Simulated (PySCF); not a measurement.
H₃O₂, SMILES O[OH2+], charge +1. The structure is a stationary point at B3LYP-D3(BJ)/def2-TZVP. The isomer is the one that the SMILES or the coordinates give; other isomers of the formula were not compared.

TDDFT-ωB97X/def2-TZVPD in PySCF puts the lowest singlet excitations at 5.80, 7.83, 9.89, 11.05, 11.38, 11.50 eV.

What are the lowest excitation roots from ADC(2)/aug-cc-pVDZ (PySCF 2.14.0)? (An estimate is asked for; the answer gives what the named calculation found.)

6.15, 8.17, 9.52, 10.68, 11.12, 11.70 eV. S1 differs by 0.35 eV (second minus first; roots are paired by order, and the bases may differ).
